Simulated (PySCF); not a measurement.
## CdSi: from constants to spectrum

ROHF-CCSD(T) constants of CdSi, ³Σ⁻ (triplet), unpaired electrons π ↑↑ (Cd def2-SVP with ECP28, Si def2-SVP; scalar-relativistic core potentials (PySCF 2.14); masses 113.9034 and 27.9769 u):

```
ωe              : 214.4 cm⁻¹
ωexe            : 2.38 cm⁻¹
Be              : 0.1107 cm⁻¹
αe              : 0.00115 cm⁻¹
D (centrifugal) : 1.18e-07 cm⁻¹
De to Cd + Si   : 0.53 eV
```

(1) Give the vibrational terms G(v) and spacings up to v = 6.

(2) How well does the Morse estimate ωe²/(4ωexe) reproduce De, and what is D0?

Correlated steps freeze 5 core orbitals. Correlated levels converge slowly with the basis: in double zeta they bind strong bonds too weakly, by up to about 1 eV, and carry superposition errors of some tenths. Spin–orbit coupling is left out. The state is the lowest determinant that a PBE0 search found; another state may lie lower at other levels.

Results:

(1) G(v) = ωe(v+½) − ωexe(v+½)².

```csv
v,G(v) (cm⁻¹),G(v) − G(v−1),Bv (cm⁻¹)
0,107,,0.1101
1,316,210,0.1090
2,521,205,0.1078
3,721,200,0.1067
4,917,195,0.1055
5,1107,191,0.1044
6,1293,186,0.1032
```

(2) It gives 0.60 eV, 113 % of the computed De. D0 = De − G(0) = 0.53 − 0.01 = 0.52 eV.
